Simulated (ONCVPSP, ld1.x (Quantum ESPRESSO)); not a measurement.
## Potentials for iridium compared

Generated with ld1.x 7.5 (TM, RRKJ, ultrasoft, PAW), atompaw 4.2 or ONCVPSP 4.0.1. The cutoff is in Ry: for ld1.x and atompaw files where the sum of valence levels is converged to 10 mRy in a Bessel basis, for ONCV files where the hardest occupied wave has 1 mHa per electron of residual kinetic energy. The error is the largest all-electron minus pseudo excitation energy over each file’s own four to seven test configurations (ionisations up to +4, promotions, holes and added fractions of an electron), all of which were solved. The labels leave out finer settings (local radius, basis sizes, second energies), which also bear on the numbers. Spin-polarised tests are not counted. The rows are a selection from randomly drawn settings: files with unsolved tests, undetermined cutoffs or missed reference levels are left out.

A true bound ghost makes a file unfit for plane-wave use even where its test errors are small: the radial tests pick states by their node count and pass the ghost by.

```tsv
potential	cutoff (Ry)	largest error (meV)	bound ghosts
ONCV, PBE, scalar-relativistic, rc 1.65/1.65/2.05/2.15 (spdf), local smoothed, core correction yes, reference 5s2 5p6 5d7 6s1.75, qcut 7.9/6.8/8.8/4.9, projectors 2/3/3/2	44	-12	none
TM semilocal, PBE, scalar-relativistic, rc 1.75/3.50/1.45 (spd), local p, core correction yes, reference 5d7.5 6s1.5 6p0	40	-28	none
TM semilocal, PW91, scalar-relativistic, rc 1.80/1.65/2.35 (spd), local p, core correction yes, reference 5p6 5d7 6s2 6p0	50	+350	none
ONCV, PBE, fully relativistic, rc 2.16/1.50/2.10/0.78 (spdf), local smoothed, core correction yes, reference 4f14 5s2 5p6 5d7 6s1.5, qcut 5/7.1/8.5/26.5, projectors 3/2/2/1	528	-11	s
ONCV, PBE, scalar-relativistic, rc 2.55/2.70/1.65 (spd), local smoothed, core correction yes, reference 5d7 6s1.5 6p0.5, qcut 2/2.9/5.6, projectors 2/2/1	34	-13	s, p
TM, PBEsol, scalar-relativistic, rc 1.75/2.95/1.40/2.25 (spdf), local p, core correction no, reference 5d7 6s2 6p0	50	-726	none
```

Question: Fill in the row for Ir: TM, PBE, scalar-relativistic, rc 2.30/1.50/1.60 (spd), local d, core correction yes, reference 5p6 5d7 6s2 6p0.

Answer: cutoff 60 Ry, largest error -384 meV, bound ghosts: s.

Question: Fill in the row for Ir: TM semilocal, PBEsol, scalar-relativistic, rc 2.10/3.15/1.55 (spd), local d, core correction no, reference 5d7 6s1.5 6p0.

Answer: cutoff 40 Ry, largest error -53 meV, bound ghosts: none.
